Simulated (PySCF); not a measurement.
Interval between two levels of Pt by level of theory

Pt [Xe] 4f14 5d9 6s1 [3D3, M_J = 3] → Pt [Xe] 4f14 5d8 6s2 [3F4, M_J = 4], as a difference of total energies. Calculation: PySCF 2.14, in x2c-TZVPall-2c (11s11p10d2f, 108 functions); the two-component X2C-1e Hamiltonian. Correlated levels: [Kr] 4d10 4f14 frozen; the 34 highest virtual spinors dropped. "Screened" scales the spin-orbit matrix elements by Boettger's factors to mimic the two-electron term; Breit and QED terms are absent.

| method | interval between two levels (cm⁻¹) |
| --- | --- |
| GHF (screened spin-orbit) | 260.34 |
| GMP2 (screened spin-orbit) | -374.54 |

Errors of the correlated levels include the incompleteness of this basis and the frozen core.

The labels give the starting determinants; with spin-orbit coupling the two ends relaxed to ⟨J²⟩ = 12.04, ⟨L²⟩ = 6.20, ⟨S²⟩ = 2.18 and ⟨J²⟩ = 20.01, ⟨L²⟩ = 12.42, ⟨S²⟩ = 2.11.

For comparison: 823.68 cm⁻¹ (measured; NIST Handbook of Basic Atomic Spectroscopic Data (Sansonetti and Martin, J. Phys. Chem. Ref. Data 34, 1559 (2005))).
